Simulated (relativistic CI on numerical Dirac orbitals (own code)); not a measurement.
# Dy2+: 5s photoemission

Computed with this model: Dirac-Coulomb-Breit CI, KLI orbitals optimised for each configuration, QED by a radiative potential, multiplet model of photoemission in the sudden approximation, unscaled Slater integrals; configurations [Xe] 4f10 → [Kr] 4d10 4f10 5s 5p6; 300 K; Lorentzian 2.1 eV and Gaussian 0.6 eV FWHM. Energies are those of the free ion, without screening or charge transfer. The energies are binding energies and can lie tens of eV above those of solids. Without intra-shell correlation the exchange splitting of an s hole comes out too large, often by half or more. S is read from ⟨S²⟩ = S(S + 1).

free ion: ground-state S = 1.96, centroid 71.50 eV. Peaks (eV, height): 70.4 (100), 73.2 (67).

Strongest unbroadened transitions for free ion:

| Energy (eV) | Relative strength |
| --- | --- |
| 70.31 | 100.0 |
| 70.73 | 18.1 |
| 73.32 | 64.8 |
| 73.56 | 0.2 |
| 73.93 | 6.0 |
| 75.11 | 0.0 |
| 75.48 | 0.1 |
| 76.00 | 0.0 |
